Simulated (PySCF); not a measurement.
MoO2Cl, SMILES [O]=[Mo](=[O])[Cl] (connectivity only; charge and spin as stated), neutral, multiplicity 2. Atoms are numbered in the order given.

```xyz
4

Mo     0.0000     0.0000     0.3181
O      0.0000    -1.4027     1.2564
O      0.0000     1.4027     1.2564
Cl     0.0000     0.0000    -1.9683
```
Charge 0, spin multiplicity 2.

Geometry: r2SCAN-D4/def2-SVP. The geometry has at least one imaginary mode, so it is a saddle point at that level. The multiplicity is an assumed one; other spin states were not compared. The isomer is the one that the SMILES or the coordinates give; other isomers of the formula were not compared. The def2 effective core potentials stand for the cores of Mo; spin–orbit coupling is left out.

Computed with r2SCAN-D4/def2-SVP (PySCF).

Frequencies are harmonic and unscaled.

Computed normal modes with their intensities:
```csv
mode,ν (cm⁻¹),IR (km/mol),moving atoms (share of kinetic energy)
1,103i,24.6,"O 55 %, Mo 37 %, Cl 8 %"
2,150,5.5,"O 57 %, Cl 25 %, Mo 18 %"
3,301,2.9,"O 71 %, Cl 29 %"
4,441,38.2,"Cl 49 %, Mo 30 %, O 20 %"
5,1000,193.1,"O 80 %, Mo 20 %"
6,1033,85.5,"O 89 %, Mo 11 %"
```
